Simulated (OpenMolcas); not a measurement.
Computed levels of 4f4 in ions with 58 electrons, in cm-1 above 5I4.

```json
{
  "Program": "OpenMolcas 26.06",
  "Method": "SS-CASPT2, IPEA 0.25 Eh, imaginary shift 0.1 Eh",
  "Basis": "ANO-R2",
  "Scalar Hamiltonian": "X2C, finite nucleus",
  "Spin-orbit coupling": "RASSI with atomic mean-field integrals over the reference wave functions, term energies averaged over their components"
}
```

Active space for each ion: 4 electrons in 7 orbitals (4f); closed shells correlated by CASPT2: 5s 5p.

| Level | Nd2+ | Sm4+ |
| --- | --- | --- |
| 5I5 | 1253 | 2050 |
| 5I6 | 2620 | 4290 |
| 5I7 | 4060 | 6640 |
| 5I8 | 5540 | 9040 |
| 5F1 | 10850 | 16800 |
| 5F2 | 11230 | 17390 |
| 5F3 | 11970 | 18580 |
| 5S2 | 12650 | 19570 |
| 5F4 | 12730 | 19830 |

**Question.** Estimate 5I8, 5F1, 5F2 for Pm3+ from its neighbours Nd2+ and Sm4+.

**Answer.** 5I8 is fine structure, which grows about as the fourth power of a screened charge, so the fourth roots are averaged: ((5540^0.25 + 9040^0.25) / 2)^4 = 7130. The calculation gives 7160, so the estimate is off by -0.4 %.
5F1 is another term, which grows about linearly with the charge: (10850 + 16800) / 2 = 13825. The calculation gives 14310, so the estimate is off by -3.4 %.
5F2 is another term, which grows about linearly with the charge: (11230 + 17390) / 2 = 14310. The calculation gives 14810, so the estimate is off by -3.4 %.

CASPT2 breaks the degeneracy within a term, and the mean is taken; among the terms shown or strongly mixed into the levels shown the widest spread is 920 cm-1 (4f4 5I, Nd2+). Over all roots computed the reference weight is 0.85 to 0.90 in Nd2+; the roots of lowest weight are the least certain, and an intruder state may touch them. High states are left out of the spin-orbit mixing, which shifts the levels that they would mix with. The CASPT2 spread within a term exceeds the gap to the next term for 4f4 5F and 4f4 5S, so the order of their levels is uncertain, and so are names and mixing where such terms share a J (holds for Nd2+). Levels of configurations outside the active space are missing.
